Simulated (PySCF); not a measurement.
C7H7O, charge +2, doublet, geometry from GFN2-xTB of the parent state (a state made from the parent by changing its charge; the spin is typed, not shown lowest); B3LYP/3-21G (PySCF).

Input for PySCF:
```python
from pyscf import gto, scf, dft

mol = gto.Mole()
mol.atom = '''
    C    -2.77224684    0.54815189    0.34780062
    O    -1.86818656   -0.24235512   -0.23707578
    C    -0.53228098   -0.10977896   -0.09967372
    C     0.24022422   -1.05301642   -0.79563678
    C     1.61388285   -1.01345005   -0.72752880
    C     2.25181864   -0.03948627    0.03051257
    C     1.49393597    0.89397946    0.71847684
    C     0.11435340    0.87017912    0.66228818
    H    -3.78808503    0.29336990    0.12893316
    H    -2.51137599    1.35835882    0.99776713
    H    -0.27220511   -1.80207362   -1.37916170
    H     2.19678892   -1.74483227   -1.26732075
    H     3.32908081   -0.00993996    0.08295061
    H     1.98366380    1.65440734    1.30918225
    H    -0.45049826    1.61007813    1.20682233
'''
mol.basis = '3-21g'
mol.charge = 2
mol.spin = 1
mol.verbose = 4
mol.build()

mf = dft.UKS(mol)
mf.xc = 'b3lyp'
mf.kernel()
mf.analyze()
```

Question: What does PySCF print? Leave out banner, timings and long lists.

Answer: 
```
PySCF version 2.14.0

[INPUT] verbose = 4
[INPUT] num. atoms = 15
[INPUT] num. electrons = 55
[INPUT] charge = 2
[INPUT] spin (= nelec alpha-beta = 2S) = 1
[INPUT] symmetry False subgroup None
[INPUT] Mole.unit = angstrom
[INPUT] Symbol           X                Y                Z      unit          X                Y                Z       unit  Magmom
[...]
nuclear repulsion = 336.70375052751
number of shells = 54
number of NR pGTOs = 141
number of NR cGTOs = 86
basis = 3-21g
ecp = {}

******** <class 'pyscf.dft.uks.UKS'> ********
method = UKS
initial guess = minao
damping factor = 0
level_shift factor = 0
DIIS = <class 'pyscf.scf.diis.CDIIS'>
diis_start_cycle = 1
diis_space = 8
diis_damp = 0
SCF conv_tol = 1e-09
SCF conv_tol_grad = None
SCF max_cycles = 50
direct_scf = True
direct_scf_tol = 1e-13
number electrons alpha = 28  beta = 27
XC library pyscf.dft.libxc version 7.1.2
    S. Lehtola, C. Steigemann, M. J. T. Oliveira, and M. A. L. Marques,  SoftwareX 7, 1–5 (2018)
XC functionals = b3lyp
    P. J. Stephens, F. J. Devlin, C. F. Chabalowski, and M. J. Frisch,  J. Phys. Chem. 98, 11623 (1994)
radial grids:
    Treutler-Ahlrichs [JCP 102, 346 (1995); DOI:10.1063/1.469408] (M4) radial grids

becke partition: Becke, JCP 88, 2547 (1988); DOI:10.1063/1.454033
pruning grids: <function nwchem_prune>
grids dens level: 3
symmetrized grids: False
atomic radii adjust function: <function treutler_atomic_radii_adjust>
small_rho_cutoff = 0
Set gradient conv threshold to 3.16228e-05
tot grids = 181568
init E= -345.467233258867

cycle= 1 E= -343.322777555024  delta_E= 2.14  |g|= 0.395  |ddm|= 3.06
cycle= 2 E= -342.590475743005  delta_E= 0.732  |g|= 1.07  |ddm|= 1.61
cycle= 3 E= -343.400117562873  delta_E= -0.81  |g|= 0.235  |ddm|= 1.29
cycle= 4 E= -343.430694312347  delta_E= -0.0306  |g|= 0.0448  |ddm|= 0.318
cycle= 5 E= -343.431722488344  delta_E= -0.00103  |g|= 0.0379  |ddm|= 0.0863
cycle= 6 E= -343.432471894403  delta_E= -0.000749  |g|= 0.0104  |ddm|= 0.0411
cycle= 7 E= -343.43259739295  delta_E= -0.000125  |g|= 0.00645  |ddm|= 0.0198
cycle= 8 E= -343.432668961343  delta_E= -7.16e-05  |g|= 0.00265  |ddm|= 0.0163
cycle= 9 E= -343.432687239681  delta_E= -1.83e-05  |g|= 0.00316  |ddm|= 0.012
cycle= 10 E= -343.432695410247  delta_E= -8.17e-06  |g|= 0.00105  |ddm|= 0.00416
cycle= 11 E= -343.432700311252  delta_E= -4.9e-06  |g|= 0.00094  |ddm|= 0.00492
cycle= 12 E= -343.432706085165  delta_E= -5.77e-06  |g|= 0.00107  |ddm|= 0.00604
cycle= 13 E= -343.432706860922  delta_E= -7.76e-07  |g|= 0.00107  |ddm|= 0.000816
cycle= 14 E= -343.432709348073  delta_E= -2.49e-06  |g|= 0.00109  |ddm|= 0.00262
cycle= 15 E= -343.432719763274  delta_E= -1.04e-05  |g|= 0.00119  |ddm|= 0.0108
cycle= 16 E= -343.432715807713  delta_E= 3.96e-06  |g|= 0.0012  |ddm|= 0.00403
cycle= 17 E= -343.432679845811  delta_E= 3.6e-05  |g|= 0.00122  |ddm|= 0.0382
cycle= 18 E= -343.43260058071  delta_E= 7.93e-05  |g|= 0.00362  |ddm|= 0.0868
cycle= 19 E= -343.432572751946  delta_E= 2.78e-05  |g|= 0.00562  |ddm|= 0.0216
cycle= 20 E= -343.432582501227  delta_E= -9.75e-06  |g|= 0.00495  |ddm|= 0.00622
cycle= 21 E= -343.432579796127  delta_E= 2.71e-06  |g|= 0.00501  |ddm|= 0.00346
cycle= 22 E= -343.432564455015  delta_E= 1.53e-05  |g|= 0.00575  |ddm|= 0.0153
cycle= 23 E= -343.432614711095  delta_E= -5.03e-05  |g|= 0.00365  |ddm|= 0.0526
cycle= 24 E= -343.432657049646  delta_E= -4.23e-05  |g|= 0.00405  |ddm|= 0.0548
cycle= 25 E= -343.432668677248  delta_E= -1.16e-05  |g|= 0.00392  |ddm|= 0.0123
cycle= 26 E= -343.432699151117  delta_E= -3.05e-05  |g|= 0.00361  |ddm|= 0.0312
cycle= 27 E= -343.432702869832  delta_E= -3.72e-06  |g|= 0.00402  |ddm|= 0.00639
cycle= 28 E= -343.432683887045  delta_E= 1.9e-05  |g|= 0.00344  |ddm|= 0.0235
cycle= 29 E= -343.43269930727  delta_E= -1.54e-05  |g|= 0.00361  |ddm|= 0.0172
cycle= 30 E= -343.432757006303  delta_E= -5.77e-05  |g|= 0.0104  |ddm|= 0.123
cycle= 31 E= -343.432763189137  delta_E= -6.18e-06  |g|= 0.00548  |ddm|= 0.0478
[...]
SCF not converged.
Total Energy =                        -343.432535016547320
[...]
spin_pop of  2 C 3py       0.00000
spin_pop of  2 C 3pz       0.00006
spin_pop of  3 C 1s        0.00000
spin_pop of  3 C 2s       -0.00735
spin_pop of  3 C 3s        0.00011
spin_pop of  3 C 2px      -0.00796
spin_pop of  3 C 2py      -0.03737
spin_pop of  3 C 2pz      -0.06004
spin_pop of  3 C 3px       0.00015
spin_pop of  3 C 3py       0.00015
spin_pop of  3 C 3pz       0.00015
spin_pop of  4 C 1s       -0.00001
spin_pop of  4 C 2s        0.00994
spin_pop of  4 C 3s       -0.00011
spin_pop of  4 C 2px       0.00529
spin_pop of  4 C 2py       0.09757
spin_pop of  4 C 2pz       0.16813
spin_pop of  4 C 3px      -0.00007
spin_pop of  4 C 3py       0.00002
spin_pop of  4 C 3pz       0.00004
spin_pop of  5 C 1s       -0.00001
spin_pop of  5 C 2s        0.01241
spin_pop of  5 C 3s       -0.00015
spin_pop of  5 C 2px       0.00637
spin_pop of  5 C 2py       0.11836
spin_pop of  5 C 2pz       0.20354
spin_pop of  5 C 3px      -0.00005
spin_pop of  5 C 3py      -0.00003
spin_pop of  5 C 3pz       0.00001
spin_pop of  6 C 1s        0.00000
spin_pop of  6 C 2s       -0.00487
spin_pop of  6 C 3s        0.00007
spin_pop of  6 C 2px      -0.00584
spin_pop of  6 C 2py      -0.01994
spin_pop of  6 C 2pz      -0.03074
spin_pop of  6 C 3px       0.00010
spin_pop of  6 C 3py       0.00013
spin_pop of  6 C 3pz       0.00014
spin_pop of  7 C 1s       -0.00000
spin_pop of  7 C 2s        0.00612
spin_pop of  7 C 3s       -0.00006
spin_pop of  7 C 2px       0.00267
spin_pop of  7 C 2py       0.06336
spin_pop of  7 C 2pz       0.11011
spin_pop of  7 C 3px       0.00000
spin_pop of  7 C 3py       0.00006
spin_pop of  7 C 3pz       0.00008
spin_pop of  8 H 1s       -0.00502
spin_pop of  8 H 2s        0.00002
spin_pop of  9 H 1s       -0.00465
spin_pop of  9 H 2s        0.00002
spin_pop of  10 H 1s        0.00310
spin_pop of  10 H 2s       -0.00003
spin_pop of  11 H 1s       -0.00883
spin_pop of  11 H 2s        0.00004
spin_pop of  12 H 1s       -0.01048
spin_pop of  12 H 2s        0.00005
spin_pop of  13 H 1s        0.00142
spin_pop of  13 H 2s       -0.00003
spin_pop of  14 H 1s       -0.00584
spin_pop of  14 H 2s        0.00004
 ** Mulliken Spin Density (per atom)  **
spin density of  0 C =      0.14500
spin density of  1 O =     -0.03789
spin density of  2 C =      0.29256
spin density of  3 C =     -0.11217
spin density of  4 C =      0.28080
spin density of  5 C =      0.34047
spin density of  6 C =     -0.06096
spin density of  7 C =      0.18234
spin density of  8 H =     -0.00500
spin density of  9 H =     -0.00462
spin density of  10 H =      0.00307
spin density of  11 H =     -0.00878
spin density of  12 H =     -0.01042
spin density of  13 H =      0.00139
spin density of  14 H =     -0.00580
 ** Mulliken pop alpha/beta on meta-lowdin orthogonal AOs **
 ** Mulliken pop       alpha | beta **
In total            28.00000 | 27.00000
 ** Mulliken atomic charges   ( Nelec_alpha | Nelec_beta ) **
charge of  0C =      0.30286  (     2.92107      2.77607 )
charge of  1O =     -0.05487  (     4.00849      4.04638 )
charge of  2C =      0.28067  (     3.00594      2.71338 )
charge of  3C =     -0.04673  (     2.96728      3.07945 )
charge of  4C =      0.06074  (     3.11003      2.82923 )
charge of  5C =      0.11080  (     3.11484      2.77437 )
charge of  6C =     -0.03750  (     2.98827      3.04923 )
charge of  7C =     -0.01777  (     3.10005      2.91771 )
charge of  8H =      0.23969  (     0.37766      0.38265 )
charge of  9H =      0.20455  (     0.39541      0.40003 )
charge of  10H =      0.19396  (     0.40455      0.40148 )
charge of  11H =      0.20059  (     0.39531      0.40409 )
charge of  12H =      0.20300  (     0.39329      0.40371 )
charge of  13H =      0.19066  (     0.40537      0.40398 )
charge of  14H =      0.16934  (     0.41243      0.41823 )

WARN: System has nonzero charge 2; the dipole moment is origin-dependent.
Location of origin: [0. 0. 0.]

Dipole moment(X, Y, Z, Debye): -3.13416,  1.76734,  1.29759
```

The run did not converge; its last values are not results.
